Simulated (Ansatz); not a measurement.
ClH₅OSiSn (`[OH][SnH2][SiH2]Cl`), relaxed with RKS PBE0-D4/def2-TZVP in the Gaussian-basis code of Ansatz from a PBE-D4/def2-SVP geometry. The force threshold is 0.005 eV/Å; the program also tests the step.

The species carries charge 0 and has multiplicity 1. Sn takes the def2 core potential.

Start:

```xyz
9

O    -1.094    2.068    0.374
Sn   -0.957    0.284   -0.564
Si    1.114   -1.035    0.294
Cl    0.930   -1.279    2.361
H    -0.262    2.564    0.259
H    -0.881    0.546   -2.284
H    -2.445   -0.457   -0.106
H     2.394   -0.296    0.013
H     1.201   -2.394   -0.348
```

| step | energy (eV) | largest force (eV/Å) | largest move (Å) |
| --- | --- | --- | --- |
| 1 | -28353.8450 | 1.074 | 0.000 |
| 2 | -28353.8922 | 0.307 | 0.084 |
| 3 | -28353.9048 | 0.129 | 0.053 |
| 4 | -28353.9060 | 0.040 | 0.015 |
| 5 | -28353.9061 | 0.025 | 0.015 |
| 6 | -28353.9065 | 0.007 | 0.027 |
| 7 | -28353.9068 | 0.090 | 0.086 |
| 8 | -28353.9071 | 0.038 | 0.009 |
| 9 | -28353.9073 | 0.006 | 0.018 |
| 10 | -28353.9075 | 0.038 | 0.043 |
| 11 | -28353.9075 | 0.027 | 0.018 |
| 12 | -28353.9076 | 0.013 | 0.021 |
| 13 | -28353.9076 | 0.009 | 0.012 |
| 14 | -28353.9076 | 0.009 | 0.006 |
| 15 | -28353.9076 | 0.005 | 0.001 |

End:

```xyz
9

O    -0.979    2.044    0.331
Sn   -0.971    0.264   -0.521
Si    1.099   -1.023    0.314
Cl    0.871   -1.487    2.308
H    -0.248    2.599    0.053
H    -0.938    0.494   -2.220
H    -2.448   -0.406   -0.008
H     2.324   -0.194    0.175
H     1.291   -2.292   -0.433
```

Run time 49 s (4 threads of an Arm Neoverse V1 on a shared host); peak host memory 0.51 GiB.
